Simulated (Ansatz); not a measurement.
`O[SiH]([SiH3])O[SiH3]` + `OB(S)Cl` → `[SiH3]OB(S)Cl` + `O[SiH](O)[SiH3]`  (ligand exchange at the Si–O bond)

Calculated with Ansatz (gas phase, PBE0-D4/def2-TZVP geometries, no zero-point term in ΔE). CCSD(T)/CBS adds triple-zeta CCSD(T) − MP2 to the extrapolated MP2 energy (def2 sets, frozen cores). This one scheme is used for every species. DFT in def2-TZVPP. One conformer a species, not always the lowest.

```csv
level,ΔE (kJ/mol)
BLYP-D4,17.1
r2SCAN0-D4,19.3
BHLYP-D4,19.4
revPBE,16.8
r2SCAN0,18.9
CCSD/def2-SVP,23.7
HF/def2-QZVPP,19.6
MP2/CBS(def2),16.2
```

Question: What does CCSD(T)/CBS give? (Best estimate.)

Answer: Ansatz gave: +17.2 kJ/mol. The listed levels differ from it by -0.1, 2.1, 2.2, -0.4, 1.7, 6.5, 2.4, -1.0 kJ/mol.

Largest T1 diagnostic among the species: 0.013.

At CCSD(T), def2-SVP lies +6.3 kJ/mol from the extrapolated value and def2-TZVPP +0.4 kJ/mol. Leaving LDA and LC-ωPBE aside and taking each functional with its dispersion term where it has one, the values, not all of them listed here, spread over 3.0 kJ/mol, from B2PLYP to B97M-V.
